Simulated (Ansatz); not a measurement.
Job for Ansatz (a program for electronic structure): R-r2SCAN/def2-TZVPP on H3NSSi (SMILES N[Si]S), a point of a torsion scan.

Ansatz 0.2 input:
```yaml
crystal:
  periodic: [false, false, false]
  atoms:
    - {symbol: N, position_ang: [-1.09290260, 0.09241781, 0.23968628]}
    - {symbol: Si, position_ang: [0.18388737, -0.75425956, 0.98615295]}
    - {symbol: S, position_ang: [1.85560238, 0.51184074, 0.22088029]}
    - {symbol: H, position_ang: [-0.96468450, 0.87658166, -0.38737795]}
    - {symbol: H, position_ang: [-2.06015054, -0.17246056, 0.32618325]}
    - {symbol: H, position_ang: [1.80424970, 1.33110877, 1.26128595]}
basis:
  gaussian:
    orbitals: def2-TZVPP
hamiltonian:
  xc: {name: r2SCAN}
scf: {lower_state_search: off}
```

The log:

```
WARN ansatz: RAYON_NUM_THREADS=1 ignored (pool sized by the plan → 1); use --threads N
Functional definition: r2SCAN
these checks for a lower state are left out or cut short: stability, starts, cluster_reference, orbital_swaps, neighbouring_geometries, increment
integrals: 0.07 GiB planned
904 factors; their error is unknown
mean field: 0.51 GiB planned
mean field evaluation 1: about -20242.7532 eV, gradient 6.7e1 eV
mean field evaluation 2: about -20203.8350 eV, gradient 1.2e2 eV
mean field evaluation 4: about -20251.2101 eV, gradient 9.5e0 eV
mean field evaluation 8: about -20251.4332 eV, gradient 7.2e-2 eV
mean field evaluation 16: about -20251.4098 eV, gradient 9.9e-5 eV
mean field -20251.40983403 eV, -744.2255845022 hartree, gradient 9.7e-6 eV, S^2 0.000000; 0 other end points of the search recorded, 0 dependent functions left out
reference -20251.40984345 eV, -744.2255848483 hartree; 20, 20 occupied and 137, 137 virtual orbitals, 904 factors
Total energy: -20251.40984345 eV, -744.2255848483 hartree
Checks for a lower state left out: stability, starts, cluster_reference, orbital_swaps, neighbouring_geometries, increment
```

Self-consistency was reached.

Cost: around 4 core-seconds (rough).
